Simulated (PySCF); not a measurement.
**Ionising MgGe**

PBE; Mg aug-pcseg-1, Ge aug-pcseg-1; no relativity (PySCF 2.14). Neutral (UKS): triplet (π ↑↑), Re = 2.622 Å, ωe = 245 cm⁻¹, De = 1.14 eV, HOMO -4.14 eV, LUMO -3.39 eV.

MgGe⁺ (UKS): doublet (π ↑), Re = 2.805 Å, ωe = 213 cm⁻¹, De = 1.99 eV to Mg⁺ + Ge. The energies at the minima are -2276.35919 hartree for MgGe and -2276.11111 for MgGe⁺.

(1) Work out the adiabatic ionisation energy, without and with harmonic zero-point energies (1 hartree = 27.2114 eV, 1 eV = 8065.5 cm⁻¹), and the change of the bond length.

Spin–orbit coupling is left out. For an ion De counts to the pair picked by the measured ionisation energies or electron affinities, which need not be the lowest pair at this level. States were picked by a PBE0 search and need not be the measured ground states.

Answers

(1) At PBE: 0.24808 hartree = 6.751 eV between the minima; the zero-point term (213.0 − 245.0)/2 cm⁻¹ = -0.002 eV makes it 6.749 eV. Re changes by +18.3 pm against the neutral. The electron leaves a π orbital; in so polar a molecule the change of length follows mostly from the change of the ionic charges.
